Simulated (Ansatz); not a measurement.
`[CH3][Al]([OH])[SiH2]F` + HBr → `[CH3][Al]([OH])[Br]` + `F[SiH3]` at 600 K and 1 bar (cleavage of the Al–Si bond).

Computed with Ansatz on PBE0-D4/def2-TZVP structures; ΔE is electronic, products minus reactants. CBS: MP2 limit from def2 TZ/QZ plus the TZ coupled-cluster correction, frozen cores. This one scheme is used for every species. For Br outer-core shells are correlated without core-valence functions, which leaves a few kJ/mol of doubt a bond. Scalar relativity is left out up to krypton. Each species was taken in one conformer, which may not be the lowest.

```csv
species,CCSD(T)/CBS energy (Eh),H − E (kJ/mol),S (J/(mol·K))
`[CH3][Al]([OH])[SiH2]F`,-747.84870,255.3,504.5
HBr,-2573.91920,33.5,219.1
`[CH3][Al]([OH])[Br]`,-2931.11374,187.6,429.4
`F[SiH3]`,-390.72345,101.0,280.0
```

H − E and S are ideal-gas, rigid-rotor, harmonic terms from PBE0-D4/def2-TZVP, for one conformer and one mirror image of each species. 1 Eh = 2625.50 kJ/mol, R = 8.31446 J/(mol·K).

Problem. By hand: ΔE, ΔH, ΔS and ΔG.

Solution. ΔE = (-2931.11374) + (-390.72345) − (-747.84870) − (-2573.91920) = -0.06929 Eh = -181.9 kJ/mol. Δ(H − E) = 187.6 + 101.0 − 255.3 − 33.5 = -0.2, so ΔH = -182.1 kJ/mol. ΔS = 429.4 + 280.0 − 504.5 − 219.1 = -14.2 J/(mol·K). ΔG = -182.1 − 600 × (-14.2)/1000 = -173.6 kJ/mol.

Problem. By hand: the equilibrium constant, and the temperature at which ΔG would vanish if ΔH and ΔS stayed fixed.

Solution. log₁₀ K = −ΔG/(RT ln 10) = 15.1. ΔG = 0 at ΔH/ΔS = 12824 K, far beyond where these terms or the molecules hold.

The number of gas molecules stays the same, so ΔS is small and ΔH decides. A doubt of 5 kJ/mol in ΔE shifts log₁₀ K by 0.4 here. Other conformers and mirror images would add mixing entropy, several J/(mol·K) or more a flexible species. Modes under 60 cm⁻¹, often nearly free rotors, make the harmonic entropy too high. These are equilibria of isolated gas molecules and say nothing of rates. Largest T1 diagnostic: 0.012 (customary marks: 0.02 for closed shells, 0.045 for open ones).
